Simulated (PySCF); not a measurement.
C4H7FSi, SMILES C=C=C[Si@H](C)F.

The structure is a stationary point at PBE0-D3(BJ)/def2-SVP. The structure was generated by enumeration; whether it is a known compound was not checked. The values are those of a single conformer.

Level of theory: TDDFT-LC-ωPBE/def2-SVPD (PySCF).

Vertical excitations. Isolated molecule, no solvent.

| state | energy (eV) | λ (nm) | f | main pairs |
|---|---|---|---|---|
| S1 | 5.58 | 222 | 0.001 | HOMO→LUMO 89 % |
| S2 | 6.54 | 190 | 0.001 | HOMO−1→LUMO+1 46 %, HOMO−1→LUMO+2 42 % |
| S3 | 7.12 | 174 | 0.043 | HOMO−1→LUMO 65 %, HOMO→LUMO+1 17 %, HOMO→LUMO+2 11 % |
| S4 | 7.67 | 162 | 1.020 | HOMO→LUMO+2 44 %, HOMO−1→LUMO 24 %, HOMO→LUMO+1 19 % |
| S5 | 7.82 | 159 | 0.077 | HOMO→LUMO+1 47 %, HOMO→LUMO+2 29 %, HOMO→LUMO+3 12 % |
| S6 | 8.30 | 149 | 0.026 | HOMO−1→LUMO+1 37 %, HOMO−1→LUMO+2 33 %, HOMO−1→LUMO+5 13 %, HOMO−1→LUMO+3 7 % |
| S7 | 8.40 | 148 | 0.007 | HOMO−2→LUMO 78 % |
| S8 | 8.53 | 145 | 0.001 | HOMO−3→LUMO 66 % |
| S9 | 9.14 | 136 | 0.017 | HOMO→LUMO+5 53 %, HOMO→LUMO+3 19 % |
| S10 | 9.20 | 135 | 0.066 | HOMO→LUMO+4 56 % |
| T1 | 4.37 | 284 | 0 | HOMO−1→LUMO 59 %, HOMO→LUMO+1 11 %, HOMO→LUMO+2 11 % |
| T2 | 4.63 | 268 | 0 | HOMO→LUMO+2 29 %, HOMO→LUMO+1 27 %, HOMO−1→LUMO 23 % |
| T3 | 5.18 | 239 | 0 | HOMO→LUMO 88 % |
| T4 | 6.17 | 201 | 0 | HOMO−1→LUMO+1 44 %, HOMO−1→LUMO+2 42 % |
Triplets are in the Tamm–Dancoff approximation, which puts them higher than full response would, so one can lie above its singlet here.
